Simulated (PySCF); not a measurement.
SMILES [OH][Al]([OH])[O]B(O)O (H₄AlBO₅), singlet, PBE0/def2-SVP optimised geometry.

```
11

B     -1.96    -0.89     0.00
O     -2.70     0.25     0.00
O     -2.63    -2.08     0.00
O     -0.58    -0.89     0.00
Al     0.48     0.44     0.00
O      2.16     0.36     0.00
O     -0.35     1.93    -0.01
H     -2.15     1.05     0.00
H     -2.01    -2.81     0.00
H      2.70    -0.44     0.01
H      0.02     2.81    -0.01
```

Density from PBE0/def2-TZVP (PySCF) at that geometry.

Minimum of the electron density along straight lines between bonded atoms, close to the bond critical point (lines longer than 1.1 times the sum of covalent radii, or with two minima, are not listed):

```
bond    length / Å  ρ at the minimum / e bohr⁻³  ∇²ρ there / e bohr⁻⁵  position (fraction from the first atom)
------  ----------  ---------------------------  --------------------  ---------------------------------------
B1–O2        1.359                        0.215                  0.88                                     0.33
B1–O3        1.363                        0.213                  0.89                                     0.33
B1–O4        1.384                   (withheld)                  0.82                                     0.33
O4–Al5       1.701                        0.111                  0.78                                     0.57
Al5–O6       1.685                        0.113                  0.83                                     0.43
Al5–O7       1.701                        0.108                  0.79                                     0.43
O2–H8        0.969                        0.349                 -2.41                                     0.81
O3–H9        0.961                        0.361                 -2.47                                     0.81
O6–H10       0.958                        0.357                 -2.46                                     0.81
O7–H11       0.958                        0.357                 -2.47                                     0.81
```

Task: Fill in the missing entries.

Result: 
- B1–O4, ρ at the minimum / e bohr⁻³: 0.196
